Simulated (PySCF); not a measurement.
A PySCF script (with the pyscf-properties extension) for the NMR shieldings of SMILES NB[C@@]1(C2CC2)CCO1, C$_{6}$H$_{12}$BNO, on a GFN2-xTB geometry:

```python
import basis_set_exchange as bse
import numpy as np
from pyscf import gto, dft
from pyscf.prop import nmr

atoms = """
N     1.836109   -2.175100    0.599278
B     1.523636   -1.082625   -0.168657
C     0.140480   -0.339540    0.164393
C     0.386442    1.078333    0.643071
C     0.480745    2.222230   -0.318865
C    -0.665394    2.148431    0.643444
C    -0.972192   -0.533277   -0.891493
C    -1.726796   -1.259608    0.217779
O    -0.669045   -1.072685    1.147659
H     2.661150   -2.744595    0.517206
H     1.211835   -2.463695    1.338039
H     2.215993   -0.714892   -1.036290
H     1.070955    1.092339    1.484029
H     0.286652    2.022491   -1.361784
H     1.244164    2.968249   -0.158939
H    -1.649387    1.923087    0.263321
H    -0.681084    2.837324    1.474754
H    -1.446255    0.369917   -1.264163
H    -0.680731   -1.160548   -1.731288
H    -2.650905   -0.776893    0.555399
H    -1.925295   -2.322000    0.037337
"""
names = dict.fromkeys(["N", "B", "C", "O", "H"], "pcSseg-1")
basis = {el: gto.basis.parse(bse.get_basis(n, elements=[el], fmt="nwchem")) for el, n in names.items()}
mol = gto.M(atom=atoms, basis=basis, charge=0, verbose=0)
mf = dft.RKS(mol, xc="PBE0")
mf.grids.level = 2
mf.grids.alignment = dft.numint.BLKSIZE   # the property module wants whole blocks of grid points
mf.conv_tol = 1e-9
mf.kernel()

calc = nmr.RKS(mf)   # GIAO
C = mf.mo_coeff
Co = C[:, mf.mo_occ > 0]
resp = mf.gen_response(singlet=True, hermi=2)
def vind(x):   # induced exchange potential for any number of trial vectors
    d = np.einsum("pi,xij,qj->xpq", C, 2 * x.reshape(-1, C.shape[1], Co.shape[1]), Co, optimize=True)
    return np.einsum("xpq,pi,qj->xij", resp(d - d.transpose(0, 2, 1)), C, Co, optimize=True).ravel()
mo1, _ = nmr.rhf.solve_mo1(calc, with_cphf=vind)
sigma = calc.kernel(mo1)
for i, s in enumerate(sigma):   # ppm
    w = np.linalg.eigvalsh((s + s.T) / 2)
    print("%2d %-2s iso %8.1f  s11 %8.1f  s22 %8.1f  s33 %8.1f" % (i, mol.atom_pure_symbol(i), w.mean(), *w))
```

Task: What are the results?

Result: 
```
 0 N  iso    155.0  s11     47.7  s22    188.8  s33    228.5
 1 B  iso     62.8  s11     20.7  s22     49.2  s33    118.7
 2 C  iso     99.3  s11     67.7  s22     80.9  s33    149.4
 3 C  iso    168.6  s11    132.9  s22    161.5  s33    211.2
 4 C  iso    184.6  s11    160.9  s22    180.5  s33    212.6
 5 C  iso    185.4  s11    161.1  s22    180.5  s33    214.6
 6 C  iso    165.4  s11    147.1  s22    162.0  s33    186.9
 7 C  iso    118.7  s11     92.8  s22     95.4  s33    168.0
 8 O  iso    298.1  s11    229.2  s22    291.6  s33    373.6
 9 H  iso     27.2  s11     22.8  s22     23.5  s33     35.3
10 H  iso     26.4  s11     20.8  s22     27.6  s33     30.8
11 H  iso     26.9  s11     25.1  s22     26.4  s33     29.3
12 H  iso     30.8  s11     23.5  s22     29.5  s33     39.4
13 H  iso     31.7  s11     25.7  s22     30.1  s33     39.3
14 H  iso     31.2  s11     25.5  s22     26.4  s33     41.8
15 H  iso     30.9  s11     25.0  s22     29.3  s33     38.5
16 H  iso     31.2  s11     25.1  s22     26.6  s33     41.9
17 H  iso     30.1  s11     26.1  s22     31.0  s33     33.4
18 H  iso     29.6  s11     26.4  s22     27.8  s33     34.7
19 H  iso     27.0  s11     23.6  s22     24.6  s33     32.9
20 H  iso     27.2  s11     23.9  s22     24.9  s33     32.8
```

These numbers come from an equivalent density-fitted implementation of the same equations, which agrees with the script to about 0.01 ppm for H and up to a few tenths of a ppm for heavy atoms, so last digits may differ.

Size and cost of the density-fitted run: 213 basis functions, 91 s wall time on 1 thread of an Arm Neoverse N1, shared host; peak memory 0.95 GiB.
